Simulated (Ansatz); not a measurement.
C$_{2}$H$_{5}$FSSi (`C[Si]1(F)CS1`), relaxed with RKS PBE-D4/def2-SVP in Ansatz from a rough embedded geometry. The force threshold is 0.03 eV/Å; the program also tests the step.

Total charge 0; spin multiplicity 1.

Start:

```xyz
10

C     0.205    1.094   -1.161
Si    0.548   -0.149    0.146
F     1.923   -0.888    0.001
C    -0.493   -0.824    1.363
S    -0.989   -1.711    0.046
H     0.932    1.803   -1.230
H     0.065    0.591   -2.138
H    -0.747    1.566   -0.936
H    -1.334   -0.134    1.728
H    -0.110   -1.349    2.179
```

By how much does the energy fall, and how many steps does the optimiser take? (Estimate.)

Ansatz gave: 145.83 kJ/mol, in 7 steps, 1 of them rejected.

Which bonds change most? (Estimate.)

Computed: C4–S5 from 1.663 to 1.922 Å; Si2–C4 from 1.738 to 1.843 Å; Si2–S5 from 2.194 to 2.099 Å; C1–H6 from 1.018 to 1.109 Å.

Give the relaxed structure. (Best estimate.)

Computed: 
```xyz
10

C     0.177    1.076   -1.188
Si    0.390   -0.419   -0.100
F     1.957   -0.903   -0.170
C    -0.509   -0.712    1.482
S    -1.086   -1.900    0.085
H     0.885    1.878   -0.896
H     0.372    0.814   -2.248
H    -0.859    1.456   -1.105
H    -1.315   -0.041    1.829
H    -0.011   -1.249    2.310
```
